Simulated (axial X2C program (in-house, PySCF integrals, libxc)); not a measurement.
Ionising GaBr

All values come from calculations with an in-house all-electron X2C program for linear molecules (integrals from PySCF), spin-free (one-electron X2C) or two-component (2c: spin–orbit coupling with atomic mean-field Coulomb and Gaunt terms, which also bring small scalar terms), in Dyall basis sets with cores contracted in-house; open shells are unrestricted.

Basis sets: Br dyall-cv3z, Ga dyall-cv3z.

```csv
Hamiltonian,level,GaBr state,Re (Å),ωe (cm⁻¹),De (eV)
spin-free,HF,"M_S = 0, Λ = 0",2.391,255.6,3.19
spin-free,PBE0,"M_S = 0, Λ = 0",2.367,262.3,4.34
```

Adiabatic ionisation energy (minimum to minimum, no zero-point term) and constants of GaBr⁺:

```tsv
Hamiltonian	level	GaBr⁺ state	IE (eV)	Re (Å)	ωe (cm⁻¹)	De (eV)	fragments
spin-free	HF	M_S = 1/2, Λ = 0	8.59	2.243	274.3	0.13	Br + Ga+
spin-free	PBE0	M_S = 1/2, Λ = 0	9.53	2.246	278.6	0.80	Br + Ga+
```

Task: Add the zero-point terms to the ionisation energy at PBE0, spin-free, and say whether the electron removed was bonding.

Result: IE0 = IE + (ωe⁺ − ωe)/2 = 9.53 + (0.001) = 9.53 eV. Re changes by -0.121 Å, so the bond shortens, as on loss of an antibonding or a polarising non-bonding electron.

Task: Close the cycle De(GaBr⁺) + IE(GaBr) = De(GaBr) + IE(Ga) to find the atomic ionisation energy at PBE0, spin-free.

Result: IE(Ga) = 0.80 + 9.53 − 4.34 = 5.99 eV, for the determinants used.

Each entry is the lowest single determinant of a limited PBE0 search at one distance. De goes to single-determinant-based atoms at the same level (for ions the charge split of lowest energy) and is withheld (n/a) where an atom does not fit its ground term or J level. Main or longest-lived isotopes.
